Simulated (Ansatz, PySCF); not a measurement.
Molecule: BeF$_{2}$, net charge -1, doublet state. 
Geometry from a B3LYP-D3(BJ)/def2-TZVP (Ansatz, an electronic-structure program) optimisation:
```xyz
3

Be    -0.0024     0.4916    -0.0891
F      1.1898    -0.2012    -0.5201
F     -1.1888    -0.0172     0.5598
```
Charge -1, spin multiplicity 2.

Total electronic energies in hartree. Valence correlation only, unless marked. UHF or UKS for open shells. No spin-orbit coupling. No relativistic terms. CBS(X,Y): correlation extrapolated as X^-3; Hartree-Fock from the larger set.

```csv
level,program,energy (Eh)
BP86-D3(BJ)/def2-TZVPD,PySCF + dftd3,-214.67905
r2SCAN/def2-TZVPD,Ansatz,-214.59162
r2SCAN-D3(BJ)/def2-TZVPD,Ansatz + dftd3,-214.59179
PBE0/6-31G*,Ansatz,-214.32788
LC-wPBE/def2-TZVPD,Ansatz,-214.55755
MP2/STO-3G,Ansatz,-210.49306
SCS-MP2/6-31G,Ansatz,-213.85454
CCSD(T)/def2-SVP,Ansatz,-213.87444
"CCSD(T)/CBS(def2-TZVPPD,def2-QZVPPD)",Ansatz,-214.4307
```

Totals of different functionals don't rank their quality; only differences between species are comparable.
